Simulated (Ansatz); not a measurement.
`N[SiH](F)P` + `N[SiH2]OP` → `PP` + `N[SiH2]O[SiH](N)F`  (redistribution)

Gas-phase electronic energies from Ansatz, PBE0-D4/def2-TZVP geometries. CBS: MP2 limit from def2 TZ/QZ plus the TZ coupled-cluster correction, frozen cores. This one scheme is used for every species. DFT in def2-TZVPP. B3LYP here is the variant with VWN-RPA as its local correlation; programs differ in this. One conformer a species, not always the lowest.

`N[SiH](F)P`:

Cartesian coordinates in Å:
```
N -0.912 -0.815 -0.998
Si -0.436 0.178 0.292
F -1.204 1.588 0.368
P 1.717 0.704 -0.031
H -0.645 -0.622 -1.949
H -1.730 -1.400 -0.945
H -0.786 -0.532 1.544
H 1.820 1.417 1.193
H 2.176 -0.519 0.526
```

`N[SiH2]OP`:

```xyz
10

N    -1.152   -1.288   -0.616
Si    0.171   -0.285   -0.992
O     0.953    0.399    0.301
P     0.292    1.471    1.356
H    -2.074   -0.913   -0.470
H    -1.042   -2.194   -0.193
H     1.223   -1.094   -1.642
H    -0.357    0.804   -1.849
H     0.562    0.783    2.575
H     1.424    2.318    1.529
```

`PP`:

Z-matrix (Å, degrees):
```
P
P 1 2.227
H 1 1.422 2 93.6
H 1 1.422 2 93.6 3 92.2
H 2 1.422 1 93.6 3 87.4
H 2 1.422 1 93.6 3 179.6
```

`N[SiH2]O[SiH](N)F`:

```xyz
13

N     0.578    1.241    1.330
Si   -0.683    0.087    1.502
O    -1.088   -0.595    0.072
Si   -0.526   -0.881   -1.423
N     1.097   -0.407   -1.486
F    -1.467   -0.073   -2.431
H     1.440    1.115    1.833
H     0.376    2.217    1.186
H    -1.921    0.721    2.014
H    -0.179   -0.966    2.417
H    -0.692   -2.295   -1.803
H     1.664   -0.521   -2.309
H     1.400    0.356   -0.899
```

Problem. Is it downhill or uphill in electronic energy at CCSD(T)/CBS, and by how much? (An estimate is asked.)

Solution. Ansatz gave: Downhill: ΔE = -127.8 kJ/mol.

Problem. What do these levels give: PBE-D4, r2SCAN-D4, PBE0-D4, B3LYP, MP2/def2-TZVPP, SCS-MP2/def2-QZVPP? (An estimate is asked.)

Solution. The calculation gave: PBE-D4 -117.3, r2SCAN-D4 -127.2, PBE0-D4 -122.9, B3LYP -122.0, MP2/def2-TZVPP -130.2, SCS-MP2/def2-QZVPP -127.1 kJ/mol.

Largest T1 diagnostic among the species: 0.014.

From PBE to PBE0 (25 % exact exchange), in def2-TZVPP and without D4, ΔE moves by −5.8 kJ/mol. The D4 term adds −3.0 kJ/mol with B3LYP and −1.8 kJ/mol with PBE0; it sums over pairs of atoms, weighted by their polarisabilities, and B3LYP, whose exchange is more repulsive, gets the larger term.
